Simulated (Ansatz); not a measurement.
The same atomization along the group B, Al, Ga.

Isolated molecules relaxed with PBE0-D4/def2-TZVP in Ansatz; ΔE leaves out vibrations. CBS: MP2 limit from def2 TZ/QZ plus the TZ coupled-cluster correction, frozen cores. This one scheme is used for every species, atoms too. Open shells (•) are unrestricted, without spin–orbit coupling. Spin–orbit coupling would lower the free atoms: a little for Al, B, C, Cl, F, O; clearly for Ga. Bonds to Ga are less sure, by a few kJ/mol each and by 10 to 20 or more in all where they break to atoms, as the def2 sets lack core-valence functions. Scalar relativity is left out up to krypton.

(1) Order these by ΔE at CCSD(T)/CBS, lowest first. (Estimate.)
A. `FC(F)(F)C1=CC(C(F)(F)F)=[O+][Al-]([F])([Cl])[O]1` → Al• + 5 C• + Cl• + 7 F• + H• + 2 O•
B. `FC(F)(F)C1=CC(C(F)(F)F)=[O+][Ga-]([F])([Cl])[O]1` → Ga• + 5 C• + Cl• + 7 F• + H• + 2 O•
C. `F[B-]1(Cl)OC(C(F)(F)F)=CC(C(F)(F)F)=[O+]1` → B• + 5 C• + Cl• + 7 F• + H• + 2 O•

Largest T1 diagnostic: 0.018, for Al•.

Results:

(1) B (+7532.6 kJ/mol), A (+7837.6 kJ/mol), C (+7877.1 kJ/mol).

For atomizations the MP2-based limit and the directly extrapolated one differ by several kJ/mol either way, and by 10 to 25 for some Ge, Se and Sn compounds, so smaller differences from it don't rank the levels.
